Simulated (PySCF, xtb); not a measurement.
CH4ClFOSi, SMILES Cl[Si@@H](CO)F. One conformer was computed; it need not be the lowest.

Harmonic wavenumbers (cm⁻¹) from GFN2-xTB (xtb) at its own minimum, in rising order: 43, 117, 178, 203, 304, 331, 522, 626, 667, 722, 787, 812, 1059, 1115, 1277, 1325, 1458, 2330, 2879, 2963, 3567.

Task: What does B3LYP-D3(BJ)/def2-SVP (PySCF 2.14.0) give at its own minimum? (Estimate from the structure and the level; the computed values follow.)

Result: 74, 131, 215, 240, 306, 340, 541, 691, 737, 829, 881, 914, 1063, 1143, 1296, 1371, 1442, 2264, 2981, 3086, 3814. Paired by order, the mean absolute difference is 59 cm⁻¹ and the zero-point energies are 33.3 and 34.8 kcal/mol.
